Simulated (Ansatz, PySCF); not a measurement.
Spin states of CrH2O2 (SMILES [OH][Cr][OH]), each relaxed with B3LYP-D3(BJ)/def2-TZVP.
State 1 (charge 0, multiplicity 5):
```xyz
5

Cr     0.33321    -0.23285     0.35178
O      1.35377    -0.06529    -1.13275
H      1.54358     0.71732    -1.65624
O     -1.29767    -0.51206     1.08395
H     -1.98666     0.12273     1.29605
```
State 2 (charge 0, multiplicity 1):
```xyz
5

Cr     0.19555    -0.47684     0.13766
O      1.33592     0.07276    -1.03869
H      1.66605     0.70869    -1.67549
O     -1.22926    -0.36052     1.10861
H     -2.02204     0.08575     1.41070
```

Singlets are restricted, other states unrestricted; no spin–orbit coupling, no relativity up to Kr; see below for the cores. The largest T1 diagnostic is 0.038.

Codes used: Ansatz (a quantum-chemistry and plane-wave program) with Gaussian orbitals; PySCF for the dispersion terms. Values without a source in brackets are computed.

Q: One of these levels gives 1.834 eV for the energy of the multiplicity-1 state less that of the multiplicity-5 state. Which one is it?
(A) r2SCAN-D3(BJ)/def2-TZVPP
(B) PBE-D3(BJ)/def2-TZVPP
(C) BLYP/def2-TZVPP

A: C, BLYP/def2-TZVPP. The others give 2.220 (PBE-D3(BJ)/def2-TZVPP), 2.707 (r2SCAN-D3(BJ)/def2-TZVPP)
